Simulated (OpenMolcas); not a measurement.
N+: effect of the IPEA shift

```
Program             : OpenMolcas
Basis               : ANO-R2 [4s4p2d1f]
Scalar Hamiltonian  : X2C, finite nucleus
Active space        : 4 electrons in 4 orbitals (2s 2p)
State averaging     : 2S+1 = 3 even, 6 roots; 2S+1 = 1 even, 6 roots; 2S+1 = 5 odd, 1 root; 2S+1 = 3 odd, 9 roots; 2S+1 = 1 odd, 8 roots
Spin-orbit coupling : state interaction with AMFI integrals over the reference wave functions, term energies averaged over their components
```

Methods on the same reference wave functions:
A. CASSCF
B. MS-CASPT2, IPEA 0.25 Eh, imaginary shift 0.1 Eh (closed shells correlated: 1s)
C. MS-CASPT2, IPEA 0.5 Eh, imaginary shift 0.1 Eh (closed shells correlated: 1s)

Energies in cm-1 above 2s2 2p2 3P0, the measured ground level; measured values from NIST Handbook of Basic Atomic Spectroscopic Data.

| Level | A | B | C | Measured |
| --- | --- | --- | --- | --- |
| 2s2 2p2 3P0 | 0.0 | 0.0 | 0.0 | 0.0 |
| 2s2 2p2 3P1 | 44.2 | 44.4 | 44.4 | 48.7 |
| 2s2 2p2 3P2 | 131 | 132 | 132 | 131 |
| 2s2 2p2 1D2 | 17496 | 15290 | 14930 | 15316 |
| 2s2 2p2 1S0 | 30670 | 31790 | 31400 | 32689 |
| 2s 2p3 5S* 2 | 35675 | 44160 | 43630 | 46785 |
| 2s 2p3 3D* 2 | 95658 | 90230 | 90540 | 92250 |
| 2s 2p3 3D* 1 | 95658 | 90230 | 90540 | 92251 |
| 2s 2p3 3D* 3 | 95659 | 90230 | 90540 | 92236 |
| 2s 2p3 3P* 0 | 113049 | 108710 | 108920 | 109223 |
| 2s 2p3 3P* 1 | 113049 | 108710 | 108920 | 109216 |
| 2s 2p3 3P* 2 | 113049 | 108710 | 108920 | 109217 |
| 2s 2p3 1D* 2 | 160473 | 146420 | 147290 | 144188 |
| 2s 2p3 3S* 1 | 167661 | 157520 | 158960 | 155127 |
| 2s 2p3 1P* 1 | 177485 | 164590 | 165190 | 166766 |

Deviations, from unrounded energies. A percentage is the sum of absolute deviations over the sum of measured energies, with the sign that they share, or ± where signs differ.

| Against measurement | Levels | A | B | C |
| --- | --- | --- | --- | --- |
| mean absolute deviation (cm-1) | 14 | 5500 | 1300 | 1400 |
| fine structure of the ground term (%) | 2 | ±2.8 | ±3.0 | ±3.0 |
| other terms of the ground configuration (%) | 2 | ±8.7 | -1.9 | -3.5 |
| other configurations (%) | 10 | ±6.5 | ±1.5 | ±1.6 |

B lies closest to measurement on these levels and A furthest from it. The largest miss of B in the table is 2s 2p3 5S* 2, by -2600 cm-1. The ranking rests on the paired levels alone, and a cruder setting can come out closer through cancelling errors.

Between B and C the level of the table that moves most is 2s 2p3 3S* 1, by 1400 cm-1 (lowest in B, highest in C). Moves below CASPT2's spread within the term are not significant.

The mean deviations of B to C differ by less than CASPT2's widest spread within a term (830 cm-1), so their order carries little weight.

From A to B the spin-free energies of the other terms of 2s2 2p2 shown, above 3P, scale by factors of 0.87 to 1.04.

The lowest spin-free term lies below A's lowest term by 0.080 hartree in B, 0.076 hartree in C.

CASPT2 does not keep the components of a term degenerate, so their means are used; among the terms shown or strongly mixed into the levels shown the widest spread is 830 cm-1 (2s 2p3 3D*, C). Without dynamic correlation excited terms often stand tens of per cent too high (terms of higher spin than the ground term too low), and those without a measured partner can miss by more than the paired ones (holds for A). Measured partners are found by configuration, term and J. A level has none where our copy of the source lacks it or the pairing is in doubt (some pairs that miss far off the trend of their configuration count as doubtful), and it then counts in no deviation. Only configurations of the active space appear. The table leaves out levels that lie high or whose names do not pair safely across all columns.

* marks odd parity.
